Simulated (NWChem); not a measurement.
# WN2H4S2; SMILES [NH]=[W](=[NH])([SH])[SH]

```xyz
9

W     -0.2054     0.0088     0.0000
N     -1.2419    -1.3993     0.0000
H     -2.1179    -1.9136     0.0000
N     -1.0688     1.5240     0.0000
H     -1.8852     2.1298     0.0000
S      1.0317     0.0279     2.0129
H      1.1805    -1.3150     2.0890
S      1.0317     0.0279    -2.0129
H      1.1805    -1.3150    -2.0890
```
Atoms are numbered in this order, from 1.

Computed with NWChem. Coordinates come from a PBE0/def2-SVP optimisation. No frequency run checked for a minimum. def2 effective core potentials on W; no spin-orbit coupling. Level PBE/def2-SVP: energy and gradient; each run changes one setting, and changes count from the defaults (medium grid, exact Coulomb integrals, symmetry on).

Problem. Which setting moves the energy most, and by about how much (defaults; extra-fine grid; coarse grid; symmetry off)?

Solution. coarse grid, by about 100 μHa.
| setting | size of the energy change (μHa) | largest change of a gradient component (μHa/bohr) |
|---|---|---|
| defaults | < 10 | < 30 |
| extra-fine grid | < 10 | 60 |
| coarse grid | 100 | 600 |
| symmetry off | < 10 | other frame |
